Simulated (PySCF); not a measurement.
NbOCl₂, SMILES [O]=[Nb]([Cl])[Cl] (connectivity only; charge and spin as stated), neutral, multiplicity 2.

Coordinates come from a B3LYP-D3(BJ)/def2-SVP optimisation. The spin state was assumed, not searched. The isomer is the one that the SMILES or the coordinates give; other isomers of the formula were not compared. The def2 effective core potentials stand for the cores of Nb; spin–orbit coupling is left out.

All values below come from TDA-PBE/def2-SVPD run with PySCF.

Vertical excitations. 

List the lowest excited states. (The exact figures need the calculation; the answer reports its results.)


| state | energy (eV) | λ (nm) | f | main pairs |
|---|---|---|---|---|
| root 1 | 0.89 | 1388 | 0.000 | α HOMO→LUMO 100 % |
| root 2 | 2.29 | 543 | 0.005 | α HOMO→LUMO+1 99 % |
| root 3 | 3.56 | 349 | 0.000 | α HOMO−1→LUMO 98 % |
| root 4 | 3.61 | 344 | 0.001 | α HOMO→LUMO+2 99 % |
| root 5 | 3.69 | 336 | 0.000 | α HOMO−2→LUMO 97 % |
| root 6 | 3.82 | 324 | 0.011 | α HOMO→LUMO+3 97 % |
| root 7 | 3.92 | 316 | 0.006 | α HOMO−3→LUMO 68 %, β HOMO−2→LUMO 28 % |
| root 8 | 3.97 | 312 | 0.000 | β HOMO→LUMO 97 % |
| root 9 | 4.06 | 305 | 0.001 | α HOMO−4→LUMO 94 %, β HOMO−3→LUMO 6 % |
| root 10 | 4.06 | 305 | 0.001 | β HOMO→LUMO+1 97 % |
Unrestricted roots are not spin-pure.
